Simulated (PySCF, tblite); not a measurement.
Species: C7H5P3.
Structure used (GFN2-xTB), in Å, numbered top down from 1:
```
atom  x, y, z in Å
C1     2.3549    3.2006    0.9754
C2     1.9177    2.1011    0.7553
C3     1.4123    0.8061    0.4983
P4     2.5941   -0.4638    0.7606
C5     1.7523   -1.9246    0.3860
P6     0.1585   -2.3376   -0.1356
C7    -0.7304   -0.8316   -0.2898
C8    -2.1017   -1.0574   -0.7300
C9    -3.0237   -0.1228   -0.9439
P10   -0.2612    0.8335   -0.0139
H11    2.7344    4.1595    1.1667
H12    2.3816   -2.8048    0.5091
H13   -2.3596   -2.1002   -0.8893
H14   -4.0174   -0.3761   -1.2710
H15   -2.8164    0.9261   -0.7997
```

Computed, not measured: PBE0/pcSseg-1 in PySCF (dipole) on a GFN2-xTB geometry, gas phase.

Take the most abundant isotopes and a rigid rotor. The values belong to one conformer with, in the numbering `[CH:1]#[C:2][c:3]1[p:4][cH:5][p:6][c:7]([CH:8]=[CH2:9])[p:10]1`, P6–C7–C8–C9 180°.

(1) Give the principal moments of inertia and the rotational constants in MHz.

(2) What kind of rotor is it?

(3) Is it planar, by Δ = Ic − Ia − Ib?

(4) Where do the levels up to J = 2 lie, in cm⁻¹?

(5) Which lines would a microwave search look for?

Answers

(1) Ia = 387.14, Ib = 693.62, Ic = 1080.76 u·Å²; 505379 MHz·u·Å²/I gives A = 1305, B = 728.6, C = 467.6 MHz.

(2) An asymmetric top; Ray's κ = -0.377.

(3) Planar: Δ = Ic − Ia − Ib = 0.00 u·Å². For a rigid frame Δ = −2 Σ m c², so it vanishes when all atoms lie in the ab plane; here none is more than 0.01 Å from it.

(4) Above 0(0,0):
J = 1: 1(0,1) 0.0399, 1(1,1) 0.0591, 1(1,0) 0.0678
J = 2: 2(0,2) 0.1174, 2(1,2) 0.1302, 2(1,1) 0.1564, 2(2,1) 0.2141, 2(2,0) 0.2164

(5) The dipole components are |μa| = 0.55 D, |μb| = 0.35 D, |μc| = 0.00 D; the mirror of this Cs structure is the ab plane, so μc vanishes by symmetry and there are no c-type lines. The squared components, which scale the intensities, stand as 1.00 : 0.40 (a : b). Some lines, for components of 0.1 D or more:

```csv
type,branch,"J(Ka,Kc)",MHz,lower level (cm⁻¹)
a,Q,"2(1,1) ← 2(1,2)",783,0.130
b,Q,"1(1,0) ← 1(0,1)",838,0.040
b,Q,"2(1,1) ← 2(0,2)",1169,0.117
a,R,"1(0,1) ← 0(0,0)",1196,0.000
b,R,"2(0,2) ← 1(1,1)",1745,0.059
b,R,"1(1,1) ← 0(0,0)",1773,0.000
b,Q,"2(2,0) ← 2(1,1)",1801,0.156
a,R,"2(1,2) ← 1(1,1)",2131,0.059
a,R,"2(0,2) ← 1(0,1)",2322,0.040
b,Q,"2(2,1) ← 2(1,2)",2513,0.130
a,R,"2(1,1) ← 1(1,0)",2653,0.068
b,R,"2(1,2) ← 1(0,1)",2708,0.040
b,R,"2(2,1) ← 1(1,0)",4384,0.068
b,R,"2(2,0) ← 1(1,1)",4715,0.059
```

Its GFN2-xTB frequencies are all real (lowest 27 cm⁻¹). Zero-point vibration and centrifugal distortion are left out.
